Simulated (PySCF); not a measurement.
## How methods differ on the ionisation energy of B⁺

B⁺ [He] 2s2 (1S) → B²⁺ [He] 2s1 (2S), as a difference of total energies. Computed with PySCF 2.14 in dyall-acv3z, with the non-relativistic Hamiltonian (point nucleus). Correlated levels: valence and next inner shell: nothing frozen; virtual orbitals above 40 to 60 times the deepest correlated orbital energy dropped. The calculations carry no spin-orbit coupling.

```csv
method,ionisation energy (eV),error (eV)
UHF,23.443,-1.712
MP2 (valence and next inner shell),24.523,-0.632
SCS-MP2 (valence and next inner shell),24.720,-0.435
CCSD (valence and next inner shell),25.117,-0.038
CCSD(T) (valence and next inner shell),25.131,-0.024
```

Reference: 25.155 eV (measured; NIST Atomic Spectra Database, ionization energies).

Errors of the correlated levels include the incompleteness of this basis.
